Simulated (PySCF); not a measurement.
Species: RuO4 (singlet state).
Bonds: Ru1–O2, Ru1–O3, Ru1–O4, Ru1–O5.

Method: PBE0-D3(BJ)/def2-SVP geometry optimisation, gas phase, def2 core potentials past Kr (PySCF 2.14.0); density fitting, grid level 1; the optimiser is geomeTRIC in internal coordinates, started from a GFN2-xTB structure.

The end geometry, which sets the zero of energy:
```
atom  x, y, z in Å
Ru1    -0.0005    0.0000    0.0001
O2      0.0204   -0.0156    1.6636
O3      1.5611    0.0073   -0.5720
O4     -0.7923    1.3628   -0.5331
O5     -0.7887   -1.3546   -0.5585
```

**Question.** These geometries come from the run, each turned onto the end geometry. Order them by energy, lowest first.
A.
```
atom  x, y, z in Å
Ru1     0.0000    0.0001    0.0002
O2      0.0187   -0.0150    1.6039
O3      1.5058    0.0069   -0.5523
O4     -0.7641    1.3133   -0.5135
O5     -0.7604   -1.3054   -0.5382
```
B.
```
atom  x, y, z in Å
Ru1    -0.0005    0.0000    0.0001
O2      0.0204   -0.0156    1.6681
O3      1.5653    0.0074   -0.5736
O4     -0.7945    1.3665   -0.5345
O5     -0.7908   -1.3583   -0.5601
```
C.
```
atom  x, y, z in Å
Ru1    -0.0009    0.0000    0.0003
O2      0.0213   -0.0158    1.6909
O3      1.5860    0.0073   -0.5810
O4     -0.8052    1.3852   -0.5421
O5     -0.8012   -1.3768   -0.5681
```

**Answer.** B (0.002 eV), C (0.082 eV), A (0.483 eV).

In the order of the answer:

```csv
step,E above end (eV),largest force (eV/Å),rms force component (eV/Å),rms distance from end (Å),rms bond change (Å),bond most changed (Å)
2,0.002,0.27,0.138,0.004,0.005,Ru1–O4 +0.005
1,0.082,1.50,0.772,0.024,0.027,Ru1–O4 +0.027
0,0.483,4.28,2.200,0.053,0.060,Ru1–O4 -0.060
```

The cost below is that of the whole optimisation. Hardware: Arm Neoverse V2, one thread, shared host with 96 logical CPUs at a one-minute load of 73. Cost: 17 s wall, 0.34 GiB resident at most.
